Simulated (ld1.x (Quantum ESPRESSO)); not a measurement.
u(r) = r·R(r): atom against pseudo-atom (carbon (C))

Columns: radius, all-electron u(r) and pseudo u(r) of the 2p shell (level -5.51 eV) of carbon in the configuration [He] 2s1.5 2p2.5; PBE, scalar-relativistic, TM scheme, ld1.x (Quantum ESPRESSO) 7.5.

| r (bohr) | all-electron | pseudo |
| --- | --- | --- |
| 0.138 | 0.0817 | 0.0250 |
| 0.275 | 0.2285 | 0.0959 |
| 0.413 | 0.3736 | 0.2038 |
| 0.550 | 0.4928 | 0.3326 |
| 0.688 | 0.5839 | 0.4667 |
| 0.825 | 0.6480 | 0.5872 |
| 0.963 | 0.6881 | 0.6827 |
| 1.100 | 0.7076 | 0.7444 |
| 1.238 | 0.7108 | 0.7721 |
| 1.375 | 0.7018 | 0.7701 |
| 1.513 | 0.6837 | 0.7458 |
| 1.650 | 0.6595 | 0.7083 |
| 1.788 | 0.6308 | 0.6642 |
| 1.925 | 0.5997 | 0.6196 |
| 2.062 | 0.5672 | 0.5772 |
| 2.200 | 0.5340 | 0.5380 |
| 2.338 | 0.5011 | 0.5022 |
| 2.475 | 0.4690 | 0.4692 |
| 2.613 | 0.4378 | 0.4378 |
| 2.750 | 0.4081 | 0.4081 |
| 2.888 | 0.3796 | 0.3796 |
| 3.025 | 0.3527 | 0.3527 |
| 3.162 | 0.3275 | 0.3275 |
| 3.300 | 0.3035 | 0.3035 |
| 3.438 | 0.2811 | 0.2811 |
| 3.575 | 0.2603 | 0.2603 |

How many radial nodes do the two functions have?

The all-electron 2p function has n − l − 1 = 0; the pseudo-wave has 0.

At about which radius was the pseudo-wave matched?

2.75 bohr. The columns agree to 0.0005 from 2.48 bohr on; several derivatives are matched, so the curves merge somewhat inside the radius.

Where does each function peak?

Outermost all-electron maximum near 1.24 bohr, pseudo maximum near 1.24 bohr (to the table’s step).

Is the pseudo-wave norm-conserving?

Yes: the TM scheme keeps the norm inside the radius equal to the all-electron one, which fixes the energy derivative of the logarithmic derivative at the level.
